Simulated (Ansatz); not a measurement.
CH₄ClNSSi. Charge 0, multiplicity 1. The bonds changed during the relaxation, so this is another structure than the one it started from.

```xyz
9

N     0.886   -1.147    0.236
C    -0.093   -0.565   -0.427
S     0.354    1.678   -1.453
Si   -0.841    1.066    0.047
Cl   -0.309    1.405    2.023
H     1.520   -1.791   -0.207
H     1.177   -0.760    1.123
H    -0.375   -1.035   -1.363
H    -2.318    1.151    0.022
```

(1) Give the diagnostics of a CCSD(T)/def2-TZVPP run (frozen core, Ansatz 0.2.0). (Best estimate.)

Answers

(1) The calculation gave: T1 = 0.0183, largest single amplitude 0.054, largest double 0.058, (T) share of the correlation energy 4.7 %, 12 CCSD cycles. The RHF solution is stable towards an unrestricted one. T1 lies under the customary mark of 0.02 for closed shells.
